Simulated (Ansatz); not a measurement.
F2H6O2Si3, SMILES `F[Si](F)(O[SiH3])O[SiH3]` at its PBE0-D4/def2-TZVP geometry, where that method's forces vanish. The species carries charge 0 and has multiplicity 1.

| atom | x (Å) | y (Å) | z (Å) |
| --- | --- | --- | --- |
| F1 | -2.003 | -1.669 | -0.856 |
| Si2 | -0.642 | -1.327 | -0.140 |
| F3 | -0.078 | -2.677 | 0.445 |
| O4 | 0.408 | -0.763 | -1.203 |
| Si5 | 1.008 | 0.466 | -2.111 |
| O6 | -0.943 | -0.299 | 1.045 |
| Si7 | -0.438 | 0.721 | 2.228 |
| H8 | 2.467 | 0.258 | -2.260 |
| H9 | 0.351 | 0.459 | -3.440 |
| H10 | 0.748 | 1.759 | -1.429 |
| H11 | -1.464 | 1.775 | 2.393 |
| H12 | 0.858 | 1.332 | 1.835 |
| H13 | -0.272 | -0.037 | 3.491 |

**Question.** For each bond, give half the difference of the two atoms' forces along it (eV/Å; positive pushes the atoms apart) under PBE-D4, r2SCAN-D4, B3LYP-D4, ωB97M-V in def2-TZVPP. (Estimate.)

**Answer.** The calculation gave: 
```tsv
bond	length (Å)	PBE-D4	r2SCAN-D4	B3LYP-D4	ωB97M-V
F1–Si2	1.575	0.39	0.02	0.12	0.09
Si2–F3	1.575	0.39	0.03	0.13	0.10
Si2–O4	1.598	0.08	0.04	0.01	0.02
Si2–O6	1.598	0.08	0.04	0.01	0.02
O4–Si5	1.641	0.11	-0.01	0.10	0.13
Si5–H8	1.481	0.04	-0.02	-0.09	-0.14
Si5–H9	1.482	0.04	-0.02	-0.08	-0.14
Si5–H10	1.485	0.03	-0.02	-0.08	-0.12
O6–Si7	1.641	0.11	0.00	0.10	0.13
Si7–H11	1.481	0.04	-0.03	-0.09	-0.15
Si7–H12	1.485	0.03	-0.02	-0.08	-0.12
Si7–H13	1.482	0.04	-0.02	-0.08	-0.14
```

B3LYP here is the variant with VWN-RPA as its local correlation; programs differ in this.

Program: Ansatz 0.2.0.
